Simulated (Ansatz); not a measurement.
Born–Oppenheimer molecular dynamics of Cl₂FGeH₃ (7 atoms, charge 0, multiplicity 1). It starts at the highest image of a converged band. Of that band: Neighbouring images differ by up to 1.8 eV, so the band resolves the path poorly. A vibrational analysis at the climbing image gives 2 clearly imaginary modes (1227i, 43i cm⁻¹): a point of higher order, so a lower path passes nearby.

Theory: RKS B3LYP/def2-SVP (Ansatz).

```json
{
  "ensemble": "NVE (velocity Verlet)",
  "time step": "0.5 fs",
  "steps asked": "200",
  "starting velocities drawn for": "300 K",
  "seed": "2369"
}
```

First frame:

```xyz
7
Properties=species:S:1:pos:R:3
Ge -0.262 -0.013 -0.064
H 0.063 0.388 1.684
H 1.260 -0.181 -0.234
Cl -0.962 1.905 -0.733
Cl -1.003 -1.571 -1.391
F -1.749 -0.518 1.234
H -0.866 -0.008 1.790
```

**Question.** How far do the bonds stretch over the last three quarters of this one trajectory? (Pairs bonded in most of those frames.)

**Answer.** 
| bond | mean (Å) | spread (Å) | shortest | longest |
| --- | --- | --- | --- | --- |
| Ge1–H3 | 1.537 | 0.037 | 1.48 | 1.60 |
| Ge1–Cl4 | 2.155 | 0.018 | 2.11 | 2.18 |
| Ge1–Cl5 | 2.172 | 0.048 | 2.12 | 2.25 |
| Ge1–F6 | 1.770 | 0.168 | 1.54 | 2.04 |
| H2–H7 | 0.764 | 0.030 | 0.72 | 0.81 |

Mean temperature of the second half: 2527 K. The conserved energy stayed within 0.21 meV per atom of its start (net change 0.012 meV per atom), so the integration is sound. The kinetic energy rose, since the run started high on the potential surface and went downhill. It ends in pieces (Cl2FGeH + H2), so much of that is their flight and rotation, not heat. A run of 0.1 ps of so small a system gives no equilibrium averages. The orbitals stay closed-shell, which can raise the energy where a bond breaks towards radicals; this wasn't checked here.

Time of the run: 6.5 min on 2 threads of Arm Neoverse V2, on a shared host, peak memory 0.22 GiB.
